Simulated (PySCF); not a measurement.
**Vibration and rotation of ZrBr**

UHF-SCS-MP2 constants of ZrBr, quartet, unpaired electrons σ ↑, π ↑, δ ↑ (basis Zr def2-TZVPPD with ECP28, Br def2-TZVPPD; scalar-relativistic core potentials; PySCF 2.14; masses 89.9047 and 78.9183 u):

- ωe: 260.3 cm⁻¹
- ωexe: 0.604 cm⁻¹
- Be: 0.062072 cm⁻¹
- αe: 0.000198 cm⁻¹
- D (centrifugal): 1.41e-08 cm⁻¹

**Question.** Give the vibrational terms G(v) and spacings up to v = 6.

**Answer.** G(v) = ωe(v+½) − ωexe(v+½)².

```tsv
v	G(v) (cm⁻¹)	G(v) − G(v−1)	Bv (cm⁻¹)
0	130.0		0.06197
1	389.1	259.1	0.06178
2	647.0	257.9	0.06158
3	903.7	256.7	0.06138
4	1159.1	255.5	0.06118
5	1413.4	254.3	0.06098
6	1666.4	253.1	0.06079
```

Correlated steps freeze 9 core orbitals. These are scalar-relativistic numbers at best; spin–orbit coupling would shift them, the dissociation energy most. The state is the lowest single determinant that the PBE0 search found; with open d or f shells the true ground state can be another one.
